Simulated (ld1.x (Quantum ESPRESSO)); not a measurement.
Values are calculated unless marked as measured or tabulated.
**Hardness and transferability of assorted potentials**

Generated with ld1.x 7.5 (TM, RRKJ, ultrasoft, PAW), atompaw 4.2 or ONCVPSP 4.0.1. The cutoff is in Ry: for ld1.x and atompaw files where the sum of valence levels is converged to 10 mRy in a Bessel basis, for ONCV files where the hardest occupied wave has 1 mHa per electron of residual kinetic energy. The error is the largest all-electron minus pseudo excitation energy over each file’s own four to seven test configurations (ionisations up to +4, promotions, holes and added fractions of an electron), all of which were solved. The labels leave out finer settings (local radius, basis sizes, second energies), which also bear on the numbers. Spin-polarised tests are not counted. The rows are a selection from randomly drawn settings: files with unsolved tests, undetermined cutoffs or missed reference levels are left out.

A true bound ghost makes a file unfit for plane-wave use even where its test errors are small: the radial tests pick states by their node count and pass the ghost by.

```csv
element,potential,cutoff (Ry),largest error (meV),bound ghosts
He,"RRKJ, LDA (PZ), scalar-relativistic, rc 0.74/0.55 (sp), local smoothed, core correction no, reference 1s2",100,+15,none
Sb,"TM, PBE, fully relativistic, rc 1.55/2.50/2.35 (spd), local s, core correction yes, reference 5s2 5p2.75",45,-115,d5/2
Re,"TM, LDA (PZ), scalar-relativistic, rc 2.50/2.75/2.35/2.10 (spdf), local smoothed, core correction no, reference 5d5 6s1.75 6p0.25",30,+21,none
Ir,"TM, PBE, scalar-relativistic, rc 2.20/3.55/1.30 (spd), local s, core correction yes, reference 5d7 6s1.5 6p0",40,-622,none
```

Task: Fill in the row for Li: TM, LDA (PZ), scalar-relativistic, rc 2.85/4.20/3.65 (spd), local smoothed, core correction no, reference 2s1 2p0.

Result: cutoff 6 Ry, largest error +5.8 meV, bound ghosts: none.

Task: Fill in the row for Fe: PAW, PBE, scalar-relativistic, rc 1.25/1.45/1.55 (spd), local smoothed, core correction yes, reference 3s2 3p6 3d6 4s2 4p0.

Result: cutoff 55 Ry, largest error -26 meV, bound ghosts: none.
